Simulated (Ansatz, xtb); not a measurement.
Species: ReO (charge 0, quartet). The spin state was set by rule; other spins were not relaxed. 
Structure (B3LYP-D3(BJ)/def2-TZVP (Ansatz, an electronic-structure program) minimum search):
SMILES: [O]=[Re]
```xyz
2

Re     0.0000     0.0000    -0.1628
O      0.0000     0.0000     1.5259
```
Charge 0, spin multiplicity 4.

Harmonic wavenumbers from GFN2-xTB (xtb, at its own minimum), cm⁻¹: 837.

Task: Give the harmonic wavenumbers at B3LYP-D3(BJ)/def2-TZVP (Ansatz, finite differences of forces, unscaled).

Result: 1027 cm⁻¹. Zero-point energy 1.5 kcal/mol.

Task: From these and the geometry, give the ideal-gas thermochemistry at 298.15 K and 1 atm (rigid rotor, harmonic oscillator).

Result: Point group C∞v, rotational symmetry number 1. Rotational constants 12.03, 12.03 GHz. S(trans) 41.82, S(rot) 14.40, S(vib) 0.08, S(elec, spin only) 2.75, S 59.1 cal/(mol K). H(298) - H(0) 2.09 kcal/mol; G - E(el) -14.0 kcal/mol.
